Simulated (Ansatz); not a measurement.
A structure relaxed at PBE-D4/def2-SVP in Ansatz, charge 0, singlet:

```xyz
22

In   -1.275   -2.534   -0.885
P    -1.555   -1.339    1.536
In    2.755   -0.698   -0.868
P     0.340   -0.729   -1.836
P     2.023    0.305    1.545
In   -0.412    0.886    2.228
In   -0.712    1.579   -2.414
P    -1.068    2.325    0.171
H    -0.414   -3.989   -0.478
H    -2.867   -2.364   -1.564
H    -1.246   -2.241    2.604
H    -2.934   -1.147    1.870
H     3.280   -2.303   -0.453
H     3.681    0.609   -1.546
H     0.584   -1.251   -3.152
H     2.506   -0.511    2.618
H     2.773    1.480    1.875
H    -0.706    1.517    3.818
H    -2.349    1.395   -2.971
H     0.502    2.700   -2.956
H    -2.426    2.704    0.425
H    -0.483    3.606    0.434
```

Give its formula and point group.

In₄P₄H₁₄, a cluster cut from wurtzite InP (hydrogen-capped). Point group C3v (tolerance 0.1 Å).

Summarise the bond lengths by kind (pairs closer than 1.2 times the sum of covalent radii, bridged metal pairs left out).

9 × In–P 2.59 to 2.71 Å; 7 × H–In 1.73 to 1.74 Å; 7 × H–P 1.43 to 1.44 Å.

In the def2 sets In takes a core potential; there is no spin–orbit coupling.
